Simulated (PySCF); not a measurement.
H3B3O3, charge -1, doublet, geometry from GFN2-xTB (a state made from the parent by changing its charge; the spin is typed, not shown lowest) (in this run its highest filled SCF level lies above zero, so its values depend strongly on the basis, on diffuse functions most of all); TPSS/def2-SV(P) (PySCF).

Here is a job for PySCF.
```python
from pyscf import gto, scf, dft

mol = gto.M(
    atom='''
B    -0.607283    1.196853    0.169021
O    -1.403485    0.033823    0.167628
B    -0.695030   -1.156944   -0.090717
O     0.612761   -1.233139   -0.192790
B     1.481705   -0.054017   -0.011057
O     0.703356    1.197032    0.075375
H    -1.202292    2.232206    0.287603
H    -1.365532   -2.146633   -0.195594
H     2.369804    0.003238   -0.829944
''',
    basis='def2-sv(p)',
    charge=-1,
    spin=1,
    verbose=4,
)

mf = dft.UKS(mol)
mf.xc = 'tpss'
mf.conv_tol_grad = 1e-7
mf.kernel()
mf.analyze()
```

What the program printed (banner, timings and long lists left out):

```
PySCF version 2.14.0

[INPUT] verbose = 4
[INPUT] num. atoms = 9
[INPUT] num. electrons = 43
[INPUT] charge = -1
[INPUT] spin (= nelec alpha-beta = 2S) = 1
[INPUT] symmetry False subgroup None
[INPUT] Mole.unit = angstrom
[INPUT] Symbol           X                Y                Z      unit          X                Y                Z       unit  Magmom
[INPUT]  1 B     -0.607283000000   1.196853000000   0.169021000000 AA   -1.147598550104   2.261724381364   0.319403399300 Bohr   0.0
[INPUT]  2 O     -1.403485000000   0.033823000000   0.167628000000 AA   -2.652202269935   0.063916206711   0.316771010809 Bohr   0.0
[INPUT]  3 B     -0.695030000000  -1.156944000000  -0.090717000000 AA   -1.313416348356  -2.186307301459  -0.171430284842 Bohr   0.0
[INPUT]  4 O      0.612761000000  -1.233139000000  -0.192790000000 AA    1.157950469815  -2.330294983520  -0.364320299555 Bohr   0.0
[INPUT]  5 B      1.481705000000  -0.054017000000  -0.011057000000 AA    2.800016647399  -0.102077336071  -0.020894701759 Bohr   0.0
[INPUT]  6 O      0.703356000000   1.197032000000   0.075375000000 AA    1.329150208070   2.262062642340   0.142438106639 Bohr   0.0
[INPUT]  7 H     -1.202292000000   2.232206000000   0.287603000000 AA   -2.272002601756   4.218257993611   0.543490902603 Bohr   0.0
[INPUT]  8 H     -1.365532000000  -2.146633000000  -0.195594000000 AA   -2.580481494330  -4.056548459953  -0.369619091608 Bohr   0.0
[INPUT]  9 H      2.369804000000   0.003238000000  -0.829944000000 AA    4.478280528899   0.006118933191  -1.568366858726 Bohr   0.0

nuclear repulsion = 198.368612539173
number of shells = 42
number of NR pGTOs = 156
number of NR cGTOs = 90
basis = def2-sv(p)
ecp = {}

******** <class 'pyscf.dft.uks.UKS'> ********
method = UKS
initial guess = minao
damping factor = 0
level_shift factor = 0
DIIS = <class 'pyscf.scf.diis.CDIIS'>
diis_start_cycle = 1
diis_space = 8
diis_damp = 0
SCF conv_tol = 1e-09
SCF conv_tol_grad = 1e-07
SCF max_cycles = 50
direct_scf = True
direct_scf_tol = 1e-13
number electrons alpha = 22  beta = 21
XC library pyscf.dft.libxc version 7.1.2
    S. Lehtola, C. Steigemann, M. J. T. Oliveira, and M. A. L. Marques,  SoftwareX 7, 1–5 (2018)
XC functionals = tpss
    J. Tao, J. P. Perdew, V. N. Staroverov, and G. E. Scuseria,  Phys. Rev. Lett. 91, 146401 (2003)
    J. P. Perdew, J. Tao, V. N. Staroverov, and G. E. Scuseria,  J. Chem. Phys. 120, 6898 (2004)
    J. Tao, J. P. Perdew, V. N. Staroverov, and G. E. Scuseria,  Phys. Rev. Lett. 91, 146401 (2003)
    J. P. Perdew, J. Tao, V. N. Staroverov, and G. E. Scuseria,  J. Chem. Phys. 120, 6898 (2004)
radial grids:
    Treutler-Ahlrichs [JCP 102, 346 (1995); DOI:10.1063/1.469408] (M4) radial grids

becke partition: Becke, JCP 88, 2547 (1988); DOI:10.1063/1.454033
pruning grids: <function nwchem_prune>
grids dens level: 3
symmetrized grids: False
atomic radii adjust function: <function treutler_atomic_radii_adjust>
small_rho_cutoff = 0
tot grids = 113808
init E= -302.636228607103

cycle= 1 E= -301.846346397082  delta_E= 0.79  |g|= 0.797  |ddm|= 2.49
cycle= 2 E= -301.050952134713  delta_E= 0.795  |g|= 1.59  |ddm|= 2.79
cycle= 3 E= -302.083291879798  delta_E= -1.03  |g|= 0.18  |ddm|= 2.13
cycle= 4 E= -302.090506047674  delta_E= -0.00721  |g|= 0.138  |ddm|= 0.295
cycle= 5 E= -302.098141380124  delta_E= -0.00764  |g|= 0.0129  |ddm|= 0.127
cycle= 6 E= -302.098226617485  delta_E= -8.52e-05  |g|= 0.00427  |ddm|= 0.0277
cycle= 7 E= -302.098236696359  delta_E= -1.01e-05  |g|= 0.000866  |ddm|= 0.00823
cycle= 8 E= -302.09823719959  delta_E= -5.03e-07  |g|= 0.000265  |ddm|= 0.00199
cycle= 9 E= -302.098237244768  delta_E= -4.52e-08  |g|= 5.52e-05  |ddm|= 0.000408
cycle= 10 E= -302.098237247349  delta_E= -2.58e-09  |g|= 1.45e-05  |ddm|= 0.000111
cycle= 11 E= -302.098237247507  delta_E= -1.59e-10  |g|= 1.29e-05  |ddm|= 3.57e-05
cycle= 12 E= -302.098237247555  delta_E= -4.73e-11  |g|= 7.51e-06  |ddm|= 1.62e-05
cycle= 13 E= -302.098237247577  delta_E= -2.26e-11  |g|= 8.24e-07  |ddm|= 6.97e-06
cycle= 14 E= -302.098237247578  delta_E= -7.39e-13  |g|= 9.69e-07  |ddm|= 2.23e-06
cycle= 15 E= -302.098237247578  delta_E= -3.98e-13  |g|= 2.26e-07  |ddm|= 1.14e-06
cycle= 16 E= -302.098237247576  delta_E= 2.16e-12  |g|= 1.08e-07  |ddm|= 5.75e-07
cycle= 17 E= -302.098237247577  delta_E= -5.68e-13  |g|= 5.57e-08  |ddm|= 2.26e-07
Extra cycle  E= -302.098237247578  delta_E= -1.36e-12  |g|= 1.12e-07  |ddm|= 2.31e-07
converged SCF energy = -302.098237247578  <S^2> = 0.75205858  2S+1 = 2.0020575
**** SCF Summaries ****
Total Energy =                        -302.098237247578254
Nuclear Repulsion Energy =             198.368612539173284
One-electron Energy =                 -814.313406607244133
Two-electron Energy =                  313.846556820492594
Two-electron Coulomb Energy =          353.364271996534342
DFT Exchange-Correlation Energy =      -39.517715176041747
**** MO energy ****
                             alpha | beta                alpha | beta
MO #1   energy= -18.7132033612401  | -18.712138988635   occ= 1 | 1
MO #2   energy= -18.702164212358   | -18.7016127680433  occ= 1 | 1
MO #3   energy= -18.7020990073979  | -18.7015476858369  occ= 1 | 1
MO #4   energy= -6.44876426328628  | -6.44795659704062  occ= 1 | 1
MO #5   energy= -6.44869378780962  | -6.44788596470951  occ= 1 | 1
MO #6   energy= -6.41418612836753  | -6.40500692643737  occ= 1 | 1
MO #7   energy= -0.774925012025459 | -0.773154023449905 occ= 1 | 1
MO #8   energy= -0.723802762942172 | -0.721979420548109 occ= 1 | 1
MO #9   energy= -0.72067821808195  | -0.719257480020848 occ= 1 | 1
MO #10  energy= -0.325379385087365 | -0.32275828153773  occ= 1 | 1
MO #11  energy= -0.324174638420476 | -0.318363078722092 occ= 1 | 1
MO #12  energy= -0.265358649724038 | -0.262930578576456 occ= 1 | 1
MO #13  energy= -0.236579294584541 | -0.235157318855434 occ= 1 | 1
MO #14  energy= -0.20136651070452  | -0.194435517140144 occ= 1 | 1
MO #15  energy= -0.159490987569238 | -0.158868086277508 occ= 1 | 1
MO #16  energy= -0.158249219233021 | -0.155270737897813 occ= 1 | 1
MO #17  energy= -0.134396027884143 | -0.129504513338122 occ= 1 | 1
MO #18  energy= -0.126934399692611 | -0.123158652891663 occ= 1 | 1
MO #19  energy= -0.117655380117951 | -0.111252578985988 occ= 1 | 1
MO #20  energy= -0.0857568575002805 | -0.0793383102114849 occ= 1 | 1
MO #21  energy= -0.0733745899243341 | -0.0727402372549424 occ= 1 | 1
MO #22  energy= 0.0963201457661866 | 0.166509270248233  occ= 1 | 0
MO #23  energy= 0.160880281579491  | 0.166771183495788  occ= 0 | 0
MO #24  energy= 0.207687140753369  | 0.219632086246905  occ= 0 | 0
MO #25  energy= 0.245606008130765  | 0.248799784651509  occ= 0 | 0
MO #26  energy= 0.289422263212327  | 0.297912969312637  occ= 0 | 0
MO #27  energy= 0.305504409618866  | 0.308873030418823  occ= 0 | 0
MO #28  energy= 0.347433272194596  | 0.349711174506092  occ= 0 | 0
MO #29  energy= 0.352894621771007  | 0.355889406681415  occ= 0 | 0
MO #30  energy= 0.362896046385971  | 0.368961911323282  occ= 0 | 0

To work with the spin densities directly, `use mulliken_meta_spin()` only printing them here.

 ** Mulliken spin pop alpha/beta on meta-lowdin orthogonal AOs **
 ** Mulliken Spin Density (per AO)  **
spin_pop of  0 B 1s       -0.00000
spin_pop of  0 B 2s        0.00488
spin_pop of  0 B 3s        0.00103
spin_pop of  0 B 2px       0.00168
spin_pop of  0 B 2py       0.00068
spin_pop of  0 B 2pz       0.04772
spin_pop of  0 B 3px       0.00002
spin_pop of  0 B 3py       0.00014
spin_pop of  0 B 3pz       0.00067
spin_pop of  0 B 3dxy     -0.00003
spin_pop of  0 B 3dyz      0.00011
spin_pop of  0 B 3dz^2    -0.00001
spin_pop of  0 B 3dxz      0.00030
spin_pop of  0 B 3dx2-y2    0.00000
spin_pop of  1 O 1s       -0.00000
spin_pop of  1 O 2s        0.00084
spin_pop of  1 O 3s        0.00001
spin_pop of  1 O 2px      -0.00024
spin_pop of  1 O 2py       0.00011
spin_pop of  1 O 2pz       0.03235
spin_pop of  1 O 3px       0.00002
spin_pop of  1 O 3py       0.00004
spin_pop of  1 O 3pz       0.00053
spin_pop of  1 O 3dxy     -0.00000
spin_pop of  1 O 3dyz     -0.00000
spin_pop of  1 O 3dz^2    -0.00000
spin_pop of  1 O 3dxz     -0.00000
spin_pop of  1 O 3dx2-y2    0.00000
spin_pop of  2 B 1s       -0.00000
spin_pop of  2 B 2s        0.00488
spin_pop of  2 B 3s        0.00103
spin_pop of  2 B 2px       0.00187
spin_pop of  2 B 2py       0.00254
spin_pop of  2 B 2pz       0.04566
spin_pop of  2 B 3px       0.00004
spin_pop of  2 B 3py       0.00025
spin_pop of  2 B 3pz       0.00054
spin_pop of  2 B 3dxy     -0.00002
spin_pop of  2 B 3dyz      0.00008
spin_pop of  2 B 3dz^2     0.00005
spin_pop of  2 B 3dxz      0.00026
spin_pop of  2 B 3dx2-y2    0.00001
spin_pop of  3 O 1s       -0.00000
spin_pop of  3 O 2s        0.00273
spin_pop of  3 O 3s        0.00013
spin_pop of  3 O 2px      -0.00234
spin_pop of  3 O 2py      -0.00477
spin_pop of  3 O 2pz       0.00881
spin_pop of  3 O 3px       0.00014
spin_pop of  3 O 3py       0.00001
spin_pop of  3 O 3pz       0.00039
spin_pop of  3 O 3dxy     -0.00001
spin_pop of  3 O 3dyz     -0.00001
spin_pop of  3 O 3dz^2    -0.00001
spin_pop of  3 O 3dxz      0.00019
spin_pop of  3 O 3dx2-y2   -0.00001
spin_pop of  4 B 1s        0.00002
spin_pop of  4 B 2s        0.15593
spin_pop of  4 B 3s        0.01229
spin_pop of  4 B 2px       0.09676
spin_pop of  4 B 2py       0.01661
spin_pop of  4 B 2pz       0.54996
spin_pop of  4 B 3px       0.00444
spin_pop of  4 B 3py       0.00031
spin_pop of  4 B 3pz       0.00806
spin_pop of  4 B 3dxy     -0.00024
spin_pop of  4 B 3dyz      0.00007
spin_pop of  4 B 3dz^2     0.00013
spin_pop of  4 B 3dxz     -0.00032
spin_pop of  4 B 3dx2-y2    0.00009
spin_pop of  5 O 1s       -0.00000
spin_pop of  5 O 2s        0.00273
spin_pop of  5 O 3s        0.00013
spin_pop of  5 O 2px      -0.00201
spin_pop of  5 O 2py      -0.00461
spin_pop of  5 O 2pz       0.00831
spin_pop of  5 O 3px       0.00014
spin_pop of  5 O 3py       0.00003
spin_pop of  5 O 3pz       0.00037
spin_pop of  5 O 3dxy     -0.00001
spin_pop of  5 O 3dyz      0.00001
spin_pop of  5 O 3dz^2    -0.00001
spin_pop of  5 O 3dxz      0.00019
spin_pop of  5 O 3dx2-y2   -0.00002
spin_pop of  6 H 1s       -0.00274
spin_pop of  6 H 2s        0.00004
spin_pop of  7 H 1s       -0.00274
spin_pop of  7 H 2s        0.00004
spin_pop of  8 H 1s        0.00226
spin_pop of  8 H 2s        0.00048
 ** Mulliken Spin Density (per atom)  **
spin density of  0 B =      0.05720
spin density of  1 O =      0.03366
spin density of  2 B =      0.05720
spin density of  3 O =      0.00525
spin density of  4 B =      0.84411
spin density of  5 O =      0.00524
spin density of  6 H =     -0.00270
spin density of  7 H =     -0.00270
spin density of  8 H =      0.00274
 ** Mulliken pop alpha/beta on meta-lowdin orthogonal AOs **
 ** Mulliken pop       alpha | beta **
In total            22.00000 | 21.00000
 ** Mulliken atomic charges   ( Nelec_alpha | Nelec_beta ) **
charge of  0B =      0.25999  (     2.39861      2.34141 )
charge of  1O =     -0.43677  (     4.23521      4.20155 )
charge of  2B =      0.26000  (     2.39860      2.34140 )
charge of  3O =     -0.37608  (     4.19066      4.18542 )
charge of  4B =     -0.09818  (     2.97114      2.12703 )
charge of  5O =     -0.37607  (     4.19066      4.18541 )
charge of  6H =     -0.07406  (     0.53568      0.53838 )
charge of  7H =     -0.07406  (     0.53568      0.53838 )
charge of  8H =     -0.08477  (     0.54376      0.54102 )

WARN: System has nonzero charge -1; the dipole moment is origin-dependent.
Location of origin: [0. 0. 0.]

Dipole moment(X, Y, Z, Debye): -2.55934,  0.13105, -0.32280
```
